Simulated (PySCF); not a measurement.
Compound: C₅H₈S₂Si.
SMILES: `CS[SiH2]c1sccc1`

Torsions of this conformer, `[CH3:1][S:2][SiH2:3][c:4]1[cH:5][cH:6][cH:7][s:8]1`: C1–S2–Si3–C4 -59°, S2–Si3–C4–C5 -35°.

The closed-shell ground state was solved at several levels (PySCF, density fitting, gas phase, non-relativistic). Geometry: PBE0-D3(BJ)/def2-SVP, one conformer, isolated molecule.

| level | basis functions | total energy (Eh) | HOMO (eV) | LUMO (eV) | gap (eV) | dipole (D) |
| --- | --- | --- | --- | --- | --- | --- |
| PBE0/pcSseg-1 | 197 | -1280.5359 | -6.97 | -1.03 | 5.94 | 2.09 |
| CAM-B3LYP/pcSseg-1 | 197 | -1281.0824 | -8.22 | 0.09 | 8.31 | 2.02 |

Problem. What might wB97X-D/def2-SVPD (242 basis functions) give for the same quantities?

Solution. Total energy -1280.6996 Eh, HOMO -8.75 eV, LUMO 0.66 eV, gap 9.41 eV, dipole 2.04 D.

Problem. Over all these levels, which gives the widest orbital gap and which the narrowest?

Solution. wB97X-D/def2-SVPD (range-separated hybrid) has the widest, 9.41 eV, and PBE0/pcSseg-1 (global hybrid, 25 % exact exchange) the narrowest, 5.94 eV. Functional and basis both differ between the two, so the spread mixes both effects.

Problem. How far do the dipole and the HOMO energy spread over the levels?

Solution. The dipole runs from 2.02 to 2.09 D (mean 2.05 D) and the HOMO from -8.75 to -6.97 eV.

Note: wB97X-D ran without an empirical dispersion term, which enters the total energy and its gradient alone.
